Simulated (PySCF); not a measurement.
# Interval between two levels of Ne⁺ by level of theory

Ne⁺ [He] 2s2 2p5 [2P3/2, M_J = 3/2] → Ne⁺ [He] 2s1 2p6 [2S1/2, M_J = 1/2], as a difference of total energies. All numbers are calculated (PySCF 2.14, the two-component X2C-1e Hamiltonian, in x2c-SVPall-2c with one added diffuse shell of s type (4s2p1d, 15 functions)). Correlated levels: 1s2 frozen. "Screened" scales the spin-orbit matrix elements by Boettger's factors to mimic the two-electron term; Breit and QED terms are absent.

```tsv
method	interval between two levels (cm⁻¹)	error (cm⁻¹)
GHF (spin-free)	231430	+14381
GMP2 (spin-free)	217900	+852
GHF (screened spin-orbit)	231700	+14653
GMP2 (screened spin-orbit)	218170	+1123
```

Reference: 217050 cm⁻¹ (measured; NIST Handbook of Basic Atomic Spectroscopic Data (Sansonetti and Martin, J. Phys. Chem. Ref. Data 34, 1559 (2005))).

Errors of the correlated levels include the incompleteness of this basis and the frozen core.
